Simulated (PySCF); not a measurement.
C₂H₄F₂OSi. Atoms are numbered in the order given.

```xyz
10

O     -0.3838     0.5466     1.8273
C     -0.0946     0.2199     0.7003
Si     1.7390     0.3539     0.0506
C     -1.1741    -0.3083    -0.2558
F     -1.1858     0.4857    -1.3569
F     -0.8199    -1.5607    -0.6409
H      2.5731    -0.4495     0.9834
H      1.8818    -0.1401    -1.3432
H      2.1088     1.7920     0.1386
H     -2.1751    -0.3250     0.2083
```
Charge 0, spin multiplicity 1.

Coordinates come from a B3LYP-D3(BJ)/def2-SVP optimisation. The values are those of a single conformer.

Level of theory: TDA-ωB97X/def2-SVPD (PySCF).

Vertical excitations. Gas-phase values at a fixed geometry.

| state | energy (eV) | λ (nm) | f | main pairs |
|---|---|---|---|---|
| S1 | 3.44 | 360 | 0.001 | HOMO→LUMO 96 % |
| S2 | 7.65 | 162 | 0.025 | HOMO→LUMO+2 46 %, HOMO→LUMO+3 41 % |
| S3 | 7.68 | 161 | 0.006 | HOMO−3→LUMO 50 %, HOMO−2→LUMO 36 % |
| S4 | 7.86 | 158 | 0.022 | HOMO−1→LUMO 39 %, HOMO→LUMO+3 27 %, HOMO→LUMO+2 15 %, HOMO→LUMO+1 12 % |
| S5 | 7.95 | 156 | 0.004 | HOMO−2→LUMO 59 %, HOMO−3→LUMO 29 % |
| S6 | 8.04 | 154 | 0.001 | HOMO→LUMO+1 50 %, HOMO−1→LUMO 39 % |
| S7 | 8.30 | 149 | 0.001 | HOMO−5→LUMO 74 % |
| S8 | 8.41 | 147 | 0.523 | HOMO→LUMO+2 28 %, HOMO→LUMO+1 19 %, HOMO−1→LUMO 15 %, HOMO→LUMO+4 15 % |
| S9 | 8.71 | 142 | 0.001 | HOMO→LUMO+5 75 % |
| S10 | 9.08 | 137 | 0.047 | HOMO→LUMO+6 51 %, HOMO−4→LUMO 11 %, HOMO→LUMO+1 10 %, HOMO→LUMO+4 9 % |
| T1 | 2.77 | 448 | 0 | HOMO→LUMO 95 % |
| T2 | 5.73 | 216 | 0 | HOMO−4→LUMO 54 %, HOMO−1→LUMO 24 %, HOMO−6→LUMO 10 % |
| T3 | 7.27 | 170 | 0 | HOMO−3→LUMO 31 %, HOMO−5→LUMO 25 %, HOMO−2→LUMO 24 %, HOMO−7→LUMO 10 % |
| T4 | 7.31 | 170 | 0 | HOMO→LUMO+2 61 %, HOMO→LUMO+3 21 % |
Triplets are in the Tamm–Dancoff approximation.
